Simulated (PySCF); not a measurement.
C6H11S (doublet state).
Z-matrix (Å and degrees, GFN2-xTB geometry), rows numbered from 1:
```
C 
C   1  1.3201
C   2  1.5089  1  126.84
C   3  1.5345  2  113.72  1    10.59
C   3  1.4947  2  107.42  1  -114.14
C   5  1.4844  3  121.71  2    65.57
S   5  1.7373  3  117.10  2  -129.88
H   1  1.0762  2  122.79  3    -2.25
H   1  1.0774  2  121.26  3   178.49
H   2  1.0828  1  119.70  3  -177.52
H   3  1.0973  2  107.57  1   130.16
H   4  1.0876  3  109.53  2   176.63
H   4  1.0873  3  110.09  2    57.27
H   4  1.0865  3  110.94  2   -63.63
H   6  1.0924  5  111.08  3  -146.22
H   6  1.0884  5  109.62  3   -26.24
H   6  1.0963  5  112.01  3    93.91
H   7  1.3363  5   96.66  3   169.29
```

The hyperfine couplings belong to this conformer and change with its torsions.

As a line formula: `C=C[C@H](C)[C](C)S` [radical].

Method: UKS B3LYP, pcH-1 on C H S, non-relativistic, mean-field spin-orbit, GIAO (PySCF). Geometry: GFN2-xTB, one conformer, isolated molecule. The geometry wasn't refined by DFT: couplings that depend on bond lengths, twists or pyramidal angles can differ widely from those at the functional's own minimum. No stability test was run, so a lower SCF solution isn't excluded.

(1) Break the g tensor into its mass correction, gauge correction and orbital-Zeeman/spin–orbit terms.

(2) What are the electron Larmor frequencies g μB B/h along the three axes at 330 mT?

(3) What effective moment and Curie constant follow for a powder?

(4) In a frozen sample, at which fields do the three g values resonate at 9.5, 34, 94 and 263 GHz (hyperfine left aside), and which band first spreads them over more than twice a line width of 0.5 mT?

## Answers

(1) 
```
                    Δg (ppm)     1     2     3
relativistic mass correction  -168  -168  -168
            gauge correction    -1    46    33
   orbital Zeeman/spin–orbit  -186  1010  4513
                       total  -355   888  4379
```

So g = 2.00196, 2.00321, 2.00670 and g_iso = 2.00396; the tensor is rhombic: the two nearest values differ by 26 % of g3 − g1. Axes: g3 points within 9° of the S7–H18 bond.

(2) 9.2466, 9.2523, 9.2685 GHz for g1, g2 and g3, a range of 21.9 MHz.

(3) With the mean of g² = 4.0158 and S(S+1) = 0.75: μ_eff = √(⟨g²⟩S(S+1)) = 1.735 μB and χT = 0.12505·⟨g²⟩·S(S+1) = 0.377 cm³ K/mol (cgs; spin-Hamiltonian part alone).

(4) 
```json
{"band": "X", "GHz": "9.5", "B(g3) mT": "338.24", "B(g2) mT": "338.83", "B(g1) mT": "339.04", "spread mT": "0.80"}
{"band": "Q", "GHz": "34.0", "B(g3) mT": "1210.56", "B(g2) mT": "1212.67", "B(g1) mT": "1213.42", "spread mT": "2.86"}
{"band": "W", "GHz": "94.0", "B(g3) mT": "3346.83", "B(g2) mT": "3352.67", "B(g1) mT": "3354.75", "spread mT": "7.91"}
{"band": "J", "GHz": "263.0", "B(g3) mT": "9364.01", "B(g2) mT": "9380.34", "B(g1) mT": "9386.16", "spread mT": "22.14"}
```

The spread grows in proportion to the frequency. Q band is the first where it exceeds 1.0 mT.

The Mulliken spin populations are largest on C5 (+0.84), S7 (+0.13) and C6 (-0.07). C5 is the only atom above +0.15. The angles at C5 add up to 358.2°, so it is nearly planar.

The HOMO–LUMO gaps are 4.53 eV among the α and 5.96 eV among the β orbitals.
